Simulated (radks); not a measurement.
Values are calculated unless marked as measured or tabulated.
Task: The mean radii <r> (bohr) of the occupied orbitals of an atom or ion are listed with their occupations. Level of theory: scalar-relativistic Kohn-Sham, BLYP, spin-polarised, spherical densities, finite nucleus; Fermi nuclear charge, rms radius of each element as measured or else 0.836 A^(1/3) + 0.57 fm (a radial shooting solver on a logarithmic mesh with Libxc functionals).

orbital  occ.      <r>
1s up       1  0.02363
1s down     1  0.02363
2s up       1   0.1010
2s down     1   0.1010
2p up       3  0.08879
2p down     3  0.08879
3s up       1   0.2664
3s down     1   0.2663
3p up       3   0.2646
3p down     3   0.2645
3d up       5   0.2418
3d down     5   0.2417
4s up       1   0.6064
4s down     1   0.6063
4p up       3   0.6417
4p down     3   0.6416
4d up       5   0.7033
4d down     5   0.7036
5s up       1    1.443
5s down     1    1.451
5p up       3    1.673
5p down     3    1.687
4f up       3   0.9875
5d up       1    2.594
6p up       1    4.701

Name the element and its charge. Open shells, if any, are filled with parallel spins first.

Result: Z = 60, neodymium, charge +1: Nd+ in [Xe] 4f3 5d1 6p1. The 1s radius gives Z: for a bare nucleus <r> = (2 gamma + 1)/(2Z) with gamma = sqrt(1 - (Z/c)^2), 0.02332 bohr for Z = 60, and screening makes it slightly larger (0.02363 here). The occupations add up to 59, and the charge is Z minus that.
